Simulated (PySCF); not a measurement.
A side-by-side comparison of computed properties.

First species: C7H13N3.
InChI=1S/C7H13N3/c1-5(2)7-6(3)8-10(4)9-7/h5H,1-4H3

Second species: 3-methoxybenzoyl chloride, C8H7ClO2.
Numbering: `[CH3:1][O:2][c:3]1[cH:4][cH:5][cH:6][c:7]([C:8](=[O:9])[Cl:10])[cH:11]1` (hydrogens: H12, H13, H14 on C1; H15 on C4; H16 on C5; H17 on C6; H18 on C11)

Levels: PBE0/pcSseg-1 for dipole moment, HOMO energy, LUMO energy and HOMO–LUMO gap; GFN2-xTB for rotational constant A and rotational constant C. Geometries: GFN2-xTB. Each structure is a single optimised conformer of the isolated species, non-relativistic unless stated. Electronic properties by PySCF.

The conformers computed, where there is a choice (atom-mapped SMILES and torsion angles):
- `[CH3:1][c:2]1[n:3][n:4]([CH3:5])[n:6][c:7]1[CH:8]([CH3:9])[CH3:10]`: N6–C7–C8–C9 -61°
- `[CH3:1][O:2][c:3]1[cH:4][cH:5][cH:6][c:7]([C:8](=[O:9])[Cl:10])[cH:11]1`: C1–O2–C3–C4 0°, C6–C7–C8–O9 0°

Values for the first species:

- Dipole moment: 0.03 D
- HOMO energy: -6.87 eV
- LUMO energy: 0.23 eV
- HOMO–LUMO gap: 7.10 eV
- Rotational constant A: 1.905 GHz
- Rotational constant C: 0.795 GHz

Q: Estimate the same properties for the second species, and the change in each.

A: 
| property | first | second | second less first |
| --- | --- | --- | --- |
| dipole moment | 0.03 D | 5.56 D | +5.53 D |
| HOMO energy | -6.87 eV | -7.06 eV | -0.19 eV |
| LUMO energy | 0.23 eV | -2.13 eV | -2.36 eV |
| HOMO–LUMO gap | 7.10 eV | 4.93 eV | -2.17 eV |
| rotational constant A | 1.905 GHz | 1.826 GHz | -0.079 GHz |
| rotational constant C | 0.795 GHz | 0.440 GHz | -0.355 GHz |

On the first:  GFN2-xTB frequencies show an imaginary mode (44i cm⁻¹), so this geometry is no minimum at that level.

On the second: A dipole of 5.56 D is allowed in Cs, and pure rotational transitions are dipole-allowed. The dipole matches unit charges of opposite sign 1.16 Å apart (1 e·Å = 4.8032 D).
